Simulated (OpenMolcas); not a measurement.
## 3d⁸ along the 26-electron sequence

```json
{
  "Program": "OpenMolcas",
  "Method": "MS-RASPT2, IPEA 0.25 Eh, imaginary shift 0.1 Eh",
  "Basis": "ANO-RCC-VTZP",
  "Scalar Hamiltonian": "DKH2, point nucleus",
  "Spin-orbit coupling": "RASSI with atomic mean-field integrals over the reference wave functions, term energies averaged over their components"
}
```

Active space for each ion: 8 electrons in 9 orbitals (RAS2 3d 4s; RAS3 4p, at most 2 electrons); closed shells correlated by CASPT2: 3s 3p.

Computed levels in cm-1 above ³F₄:

```tsv
Level	Co+	Ni2+	Cu3+
³F₃	1064	1450	1949
³F₂	1769	2410	3210
¹D₂	9640	13130	15770
³P₂	13160	16520	19840
³P₁	13510	16880	20260
³P₀	13770	17150	20600
¹G₄	18430	22750	27040
weight of ³F in the lowest level (%)	100	100	100
```

Mixed levels, with the weight of the term that names them: Co+ ¹D₂ (55 %).

Measured, with the error of the calculation in %. Measured levels: Co+ from NIST Handbook of Basic Atomic Spectroscopic Data; Ni2+ from Corliss and Sugar, J. Phys. Chem. Ref. Data 10, 197 (1981); Cu3+ from Sugar and Musgrove, J. Phys. Chem. Ref. Data 19, 527 (1990).

| Level | Co+ | Ni2+ | Cu3+ |
| --- | --- | --- | --- |
| ³F₃ | 950 (+11.9) | 1361 (+6.6) | 1861 (+4.7) |
| ³F₂ | 1597 (+10.8) | 2270 (+6.1) | 3078 (+4.4) |
| ¹D₂ |  | 14032 (-6.4) | 16248 (-2.9) |
| ³P₂ |  | 16662 (-0.9) | 19697 (+0.7) |
| ³P₁ |  | 16978 (-0.6) | 20097 (+0.8) |
| ³P₀ |  | 17231 (-0.5) | 20423 (+0.9) |
| ¹G₄ |  | 23109 (-1.5) | 26913 (+0.5) |

The fine-structure level ³F₂ changes by a factor of 1.81 from Co+ to Cu3+. Its fourth root runs 6.49, 7.01, 7.53, with steps per unit of Z of 0.52, 0.52; equal steps would mean a (Z - σ)^4 law with constant σ.

¹D₂ changes by a factor of 1.64 over the same range, with steps per unit of Z of +3490, +2640 cm-1.

CASPT2 does not keep the components of a term degenerate, so their means are used; among the terms shown or strongly mixed into the levels shown the widest spread is 3400 cm-1 (3d⁸ ³F, Co+). Some high roots are left out of the spin-orbit mixing, which shifts the levels that they would mix with. Terms from blocks run as CI alone lack orbitals of their own. The CASPT2 spread within a term exceeds the gap to the next term for 3d⁷ 4s ³F(1) and 3d⁸ ¹D, so the order of their levels is uncertain, and so are names and mixing where such terms share a J (holds for Co+). Measured partners are found by configuration, term and J. A level has none where our copy of the source lacks it or the pairing is in doubt (some pairs that miss far off the trend of their configuration count as doubtful), and it then counts in no deviation. Levels of configurations outside the active space are missing.

A number in round brackets counts repeated terms of one configuration in the order of the reference energies.
